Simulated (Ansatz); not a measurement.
Basis-set extrapolation for CH5BClFOSi (`OCB(F)[SiH2]Cl`) (PBE0-D4/def2-TZVP geometry, frozen core, Ansatz). Multiplicity 1, RHF reference.

```tsv
	def2-TZVPP	def2-QZVPP
HF	-988.412834	-988.445229
MP2 correlation	-1.060439	-1.151061
CCSD(T) correlation	-1.153400	not run
```

Energies in hartree. Use E(X) = E(∞) + A·exp(−7.88·√X) for Hartree–Fock and E(X) = E(∞) + B·X^(−2.97) for correlation, with X = 3 and 4, and add CCSD(T) minus MP2 of the smaller set to the MP2 limit.

Q: What is the CCSD(T) energy at the basis-set limit?

A: HF limit: -988.445229 + (-0.032395) × 0.13774 = -988.44969. MP2 limit: -1.151061 + (-0.090622) × 0.74074 = -1.21819. Higher-order term: -1.153400 − (-1.060439) = -0.09296. Total: -989.76084 hartree, 122.1 kcal/mol below CCSD(T)/def2-TZVPP.
